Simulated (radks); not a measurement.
Results of a calculation; reference values are marked as such.
The mean radii <r> (bohr) of the occupied orbitals of an atom or ion are listed with their occupations. Level of theory: scalar-relativistic Kohn-Sham, PBE, spin-polarised, spherical densities, finite nucleus; Fermi nuclear charge, rms radius of each element as measured or else 0.836 A^(1/3) + 0.57 fm (a radial shooting solver on a logarithmic mesh with Libxc functionals).

orbital  occ.     <r>
1s up       1  0.1759
1s down     1  0.1756
2s up       1  0.8349
2s down     1  0.8434
2p up       1  0.7682

Name the element and its charge. Open shells, if any, are filled with parallel spins first.

Answer. Z = 9, fluorine, charge +4: F4+ in [He] 2s2 2p1. The 1s radius gives Z: for a bare nucleus <r> = (2 gamma + 1)/(2Z) with gamma = sqrt(1 - (Z/c)^2), 0.1664 bohr for Z = 9, and screening makes it slightly larger (0.1759 here). The occupations add up to 5, and the charge is Z minus that.
